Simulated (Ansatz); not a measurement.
The pair A = HI (SMILES I) (first 2 atoms), B = H4OSi (SMILES O[SiH3]); geometry from B3LYP-D3(BJ)/def2-TZVP.
(charge 0, multiplicity 1):
```xyz
8

I     -0.4232    -1.1697    -0.6328
H     -0.5765    -0.9602     0.9732
O     -0.6601    -0.5539     2.9482
Si     0.1923     0.7035     3.6242
H     -1.2578    -1.0661     3.4989
H     -0.7242     1.7210     4.1896
H      0.9799     1.2728     2.5160
H      1.0848     0.2183     4.7027
```

Cores are frozen in the correlated methods. Filled d and f shells under p-block atoms count as core. MP2 and its Hartree–Fock in def2-QZVPPD are density fitted.

Run with Ansatz (Gaussian orbitals).  In def2 rows elements past Kr take small-core potentials, without spin–orbit coupling.

Total energies (hartree), monomers frozen at their geometry in the pair:

| structure | HF/def2-SVPD | HF/def2-QZVPPD | MP2/def2-QZVPPD |
|---|---|---|---|
| AB | -663.2484541 | -663.4680812 | -664.0491356 |
| A in the pair's basis | -297.2331367 | -297.2437579 | -297.4134887 |
| B in the pair's basis | -366.0139409 | -366.2235052 | -366.6302649 |
| A | -297.2329843 | -297.2437526 | -297.4133472 |
| B | -366.0133514 | -366.2234993 | -366.6300655 |

**Question.** Work out the interaction energy without and with the counterpoise correction, and the superposition error, for each level.

**Answer.** 
E(AB) − E(A) − E(B), times 627.509 kcal/mol, with the monomers in their own basis and then in the pair's basis:
- HF/def2-SVPD: -1.33 uncorrected, -0.86 corrected; the monomers gain 0.47 kcal/mol from borrowed functions
- HF/def2-QZVPPD: -0.52 uncorrected, -0.51 corrected; the monomers gain 0.01 kcal/mol from borrowed functions
- MP2/def2-QZVPPD: -3.59 uncorrected, -3.38 corrected; the monomers gain 0.21 kcal/mol from borrowed functions

Ansatz is a first-principles code.
